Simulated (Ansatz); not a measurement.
```xyz
4

C     0.0000    0.0000   -0.5646
O     0.0000    0.0000    0.7271
H     0.0000   -1.0200   -1.2147
H     0.0000    1.0200   -1.2147
```

Basis set: cc-pVDZ (spherical functions). Correlated methods keep 2 orbitals frozen. Charge 0, multiplicity 1.

Computed with Ansatz (development build ahead of 0.2.0); each method stands on the lowest determinant of its kind that the runs found. Restricted open shells among the atoms or ions are ROHF, correlated in semicanonical orbitals with singles.

(1) Give the atomization energy at this shape (free ground-state atoms in the same class of orbitals less the molecule, no zero-point energy) of singlet CH₂O by RHF-MP2, RHF.

Results:

(1)

```
 method  atomization energy
RHF-MP2            14.84 eV
    RHF            10.21 eV
```

Caution: the shape is not the minimum.
